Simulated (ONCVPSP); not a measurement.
# Scattering properties, ONCV potential for cobalt

```
Element                 : Co
Generator               : ONCVPSP 4.0.1
Type                    : optimised norm-conserving Vanderbilt (ONCV)
Functional              : PBE
Relativity              : scalar-relativistic
Frozen core             : [Ar]
Valence charge          : 9
Reference configuration : 3d7 4s1 4p1
Partial waves           : 4s: rc 2.50 bohr, ncon 3, nbas 8, qcut 2.3 1/bohr, 2 projectors, debl 3.8 Ha; 4p: rc 3.10 bohr, ncon 5, nbas 8, qcut 2.8 1/bohr, 2 projectors, debl 3.5 Ha; 3d: rc 1.10 bohr, ncon 5, nbas 9, qcut 14.1 1/bohr, 2 projectors, debl 3.7 Ha
Local potential         : polynomial inside 0.80 bohr (lpopt 5, dvloc0 0 Ha)
Core correction         : none
```

The phase is arctan(r·R′/R) of the radial function R(r), unwrapped; energies in Ha, scanned from -2 to 5 Ha. A pole is an energy at which the radial function vanishes at the test radius. The pseudo phase is shifted by a multiple of π to meet the all-electron one at the reference energy, and phase errors are pseudo minus all-electron; the curves can meet again beyond the range given. Levels narrower than the energy grid can be missing from the lists of poles.

For each channel, where are the poles, and over which energies does the pseudopotential scatter like the atom?

```csv
channel,radius (bohr),reference energy (Ha),"poles, all-electron","poles, pseudo",unbroken range about the reference energy with phases within 0.05 rad,phase error 1 Ha above the reference energy (rad)
s,2.53,-0.24,"0.68, 4.95","0.65, 4.55",below 1.7,-0.009
p,3.14,-0.08,"0.52, 3.08","0.51, 1.74, 3.08",below 1.0,-0.024
d,1.12,-0.37,1.39,1.39,the whole range,+0.000
```

Note: ghosts flagged at negative energy: s at -70.4 eV; GHOST(+) flagged for p at 48.2 eV. A true bound ghost makes a file unfit for plane-wave use.

Phases in the p channel:

| E (Ha) | all-electron | pseudo |
| --- | --- | --- |
| -1.98 | 1.369 | 1.368 |
| -1.62 | 1.338 | 1.338 |
| -1.26 | 1.291 | 1.290 |
| -0.90 | 1.203 | 1.202 |
| -0.54 | 0.967 | 0.965 |
| -0.18 | -0.288 | -0.289 |
| 0.18 | -1.345 | -1.347 |
| 0.54 | -1.581 | -1.586 |
| 0.90 | -1.743 | -1.765 |
| 1.26 | -2.101 | -2.323 |
| 1.62 | -3.902 | -4.390 |
| 1.98 | -4.463 | -7.530 |
| 2.34 | -4.596 | -7.733 |
| 2.70 | -4.663 | -7.804 |
| 3.06 | -4.710 | -7.852 |
| 3.42 | -4.754 | -7.896 |
| 3.78 | -4.807 | -7.949 |
| 4.14 | -4.898 | -8.044 |
| 4.50 | -5.197 | -8.404 |
| 4.86 | -7.092 | -10.440 |
